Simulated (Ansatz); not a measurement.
One change: `[NH2][Al]([NH2])[NH2]` becomes `[NH2][Ga]([NH2])[NH2]`.

Ansatz, PBE0-D4/def2-TZVP geometries, multiplicity 1. Each molecule was computed in one conformer, which needn't be the lowest.

Scalar relativity is left out up to krypton.

| property | `[NH2][Al]([NH2])[NH2]` |
| --- | --- |
| LUMO energy (PBE/def2-TZVPP) / eV | -0.50 |
| HOMO–LUMO gap (ωB97M-V/def2-TZVPP) / eV | 10.87 |
| HOMO energy (PBE0/def2-TZVPP) / eV | -6.74 |
| LUMO energy (ωB97M-V/def2-TZVPP) / eV | 1.73 |
| HOMO–LUMO gap (B3LYP/def2-TZVPP) / eV | 6.46 |
| HOMO–LUMO gap (PBE/def2-TZVPP) / eV | 4.80 |

Question: What does the change do to each property? (An estimate is asked.)

Answer: Computed: 
```csv
property,`[NH2][Ga]([NH2])[NH2]`,shift
LUMO energy (PBE/def2-TZVPP) / eV,-0.68,-0.18
HOMO–LUMO gap (ωB97M-V/def2-TZVPP) / eV,10.85,-0.02
HOMO energy (PBE0/def2-TZVPP) / eV,-6.76,-0.02
LUMO energy (ωB97M-V/def2-TZVPP) / eV,1.69,-0.04
HOMO–LUMO gap (B3LYP/def2-TZVPP) / eV,6.33,-0.13
HOMO–LUMO gap (PBE/def2-TZVPP) / eV,4.65,-0.15
```

B3LYP here is the variant with VWN-RPA as its local correlation; programs differ in this.
